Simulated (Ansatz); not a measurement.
Cost and result for the atomization energy of C$_{2}$H$_{6}$B$_{2}$ (`BBC=C`) (10 atoms, 9 bonds).

Z-matrix (Å, degrees):
```
B
B 1 1.642
H 1 1.201 2 122.3
H 1 1.201 2 122.3 3 -176.5
C 2 1.544 1 129.1 3 -91.8
H 2 1.209 1 115.5 3 88.2
C 5 1.338 2 121.1 1 179.9
H 5 1.089 2 121.6 1 -0.1
H 7 1.087 5 122.7 2 -180.0
H 7 1.086 5 120.7 2 0.0
```

Charge 0, multiplicity 1. The structure was optimised at the PBE0-D4/def2-TZVP level. It is one conformer, not always the lowest. Program: Ansatz. All runs use 2 threads of an Arm Neoverse V1 on a shared host. Times are those of one run each, without the atoms' runs, and a repeat can differ threefold. Electronic energies, without spin–orbit coupling; frozen cores. CCSD(T)/CBS adds CCSD(T) − MP2 in def2-TZVPP to the MP2 limit, and its time is that of the two runs behind it. T1 = 0.012.

CCSD(T)/CBS is a level of theory with its own doubt, some kJ/mol a heavy atom from the limit and from the frozen cores, so smaller differences don't rank the functionals.

```json
{"level": "LDA (SPW92)/def2-TZVPP", "functions": "208", "wall time": "1.2 s"}
{"level": "revPBE-D4/def2-TZVPP", "functions": "208", "wall time": "2.2 s"}
{"level": "BLYP-D4/def2-TZVPP", "functions": "208", "wall time": "2.4 s"}
{"level": "CCSD(T)/def2-SVP", "functions": "86", "wall time": "2.5 s"}
{"level": "CAM-B3LYP-D4/def2-TZVPP", "functions": "208", "wall time": "2.8 s"}
{"level": "r2SCAN-D4/def2-TZVPP (with forces)", "functions": "208", "wall time": "4.6 s"}
{"level": "B2PLYP/def2-TZVPP", "functions": "208", "wall time": "4.8 s"}
{"level": "PBE-QIDH/def2-TZVPP", "functions": "208", "wall time": "5.5 s"}
{"level": "ωB97X-V/def2-TZVPP", "functions": "208", "wall time": "8 s"}
{"level": "B97M-V/def2-TZVPP", "functions": "208", "wall time": "9 s"}
{"level": "MP2/def2-QZVPP", "functions": "408", "wall time": "22 s"}
{"level": "CCSD(T)/def2-TZVPP", "functions": "208", "wall time": "56 s"}
{"level": "CCSD(T)/CBS(def2)", "functions": "–", "wall time": "77 s"}
```

**Question.** What atomization energy does each give, and how far from CCSD(T)/CBS? (Best estimate.)

**Answer.** Ansatz gave: 
```tsv
level	atomization (kcal/mol)	difference from CCSD(T)/CBS	per bond
LDA (SPW92)/def2-TZVPP	1021.9	120.0	13.3
revPBE-D4/def2-TZVPP	906.6	4.7	0.5
BLYP-D4/def2-TZVPP	909.5	7.6	0.9
CCSD(T)/def2-SVP	870.9	-31.0	-3.4
CAM-B3LYP-D4/def2-TZVPP	915.6	13.7	1.5
r2SCAN-D4/def2-TZVPP (with forces)	914.9	13.0	1.4
B2PLYP/def2-TZVPP	903.5	1.6	0.2
PBE-QIDH/def2-TZVPP	907.4	5.5	0.6
ωB97X-V/def2-TZVPP	908.4	6.5	0.7
B97M-V/def2-TZVPP	915.8	13.9	1.5
MP2/def2-QZVPP	905.7	3.8	0.4
CCSD(T)/def2-TZVPP	884.1	-17.8	-2.0
CCSD(T)/CBS(def2)	901.9	0.0	0.0
```

The D4 term adds +5.5 kcal/mol with B3LYP and +2.9 kcal/mol with PBE0; it sums over pairs of atoms, weighted by their polarisabilities, and B3LYP, whose exchange is more repulsive, gets the larger term. From PBE to PBE0 (25 % exact exchange), in def2-TZVPP and without D4, the atomization energy moves by −9.7 kcal/mol: exact exchange takes away binding that semilocal exchange gives to molecules. At CCSD(T), def2-SVP lies −31.0 kcal/mol from the extrapolated value and def2-TZVPP −17.8 kcal/mol: correlation converges slowly with the basis, and small sets miss more of it in the bonded molecule than in its fragments.

B3LYP here is the variant with VWN-RPA as its local correlation; programs differ in this.
